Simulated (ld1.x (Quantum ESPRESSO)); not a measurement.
Configuration tests for Te (Z = 52) (TM)

ld1.x (Quantum ESPRESSO) 7.5 input, shortened:

```
&input
   title='Te', zed=52., rel=1, dft='PZ', iswitch=3,
   config='[Kr] 4d10 5s2 5p4 5d-2'
 /
 &inputp
   pseudotype=2, tm=.true., lloc=1,
   nlcc=.true.
 /
3
5S  1  0   2.00   0.00  1.50  1.50  0.0
5D  3  2  -2.00   0.25  1.50  1.50  0.0
5P  2  1   4.00   0.00  2.00  2.00  0.0
 &test
   configts(1)='5s2 5p4'
 /
```

Energies are relative to the spin-unpolarised reference configuration 5s2 5p4; without spin polarisation the order of configurations can differ from experiment. Spin-polarised rows fill each open shell by Hund’s rule, majority spin first.

| valence configuration | charge | ΔE all-electron (eV) | error AE − PS (meV) |
| --- | --- | --- | --- |
| 5s2 5p3 | +1 | 9.916 | -3.1 |
| 5s2 5p2 | +2 | 28.089 | -15 |
| 5s2 5p0 | +4 | 92.227 | -156 |
| 5s1 5p5 | 0 | 9.353 | -12 |
| 5s2 5p3.5 | +0.5 | 3.985 | -1.1 |
| 5s1 5p4 | +1 | 19.846 | -19 |
| 5s2 5p4 (spin-polarised) | 0 | -0.480 | +3.5 |
| 5s2 5p3 (spin-polarised) | +1 | 8.605 | +4.8 |

What are ΔE and the potential's error for 5s2 5p1?

ΔE = 55.321 eV all-electron; the error (AE − PS) is -55 meV.

Note: ghost state, extra bound levels that the all-electron valence spectrum of the same l lacks: d at -25.3 eV. A true bound ghost makes a file unfit for plane-wave use.
